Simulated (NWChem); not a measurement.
TiN₂H₃F; SMILES [NH]=[Ti]([NH2])[F]

```xyz
7

Ti    -0.0612    -0.1462     0.3039
N     -1.4509     0.7191     0.5957
H     -2.4418     0.9312     0.7058
F     -0.0641    -1.8903    -0.1136
N      1.4659     0.9498     0.4239
H      2.4225     0.6310     0.2737
H      1.4807     1.9435     0.6378
```
Atoms are numbered in this order, from 1.

Geometry: optimised at PBE0/def2-SVP.

Task: Give the principal values of the shielding tensors (ppm) of Ti1, N2, F4, N5 from LDA (Slater exchange, VWN5)/pcSseg-1, GIAO (NWChem), with their diamagnetic and paramagnetic parts as GIAO splits them.

Result: 
```csv
atom,σ11,σ22,σ33,isotropic,diamagnetic,paramagnetic
Ti1,-971.6,-942.6,-158.1,-690.8,1609.5,-2300.3
N2,-551.1,-213.2,200.4,-188.0,324.9,-512.9
F4,-545.8,-49.4,271.0,-108.1,478.9,-587.0
N5,-305.2,179.8,214.6,29.7,319.1,-289.4
```
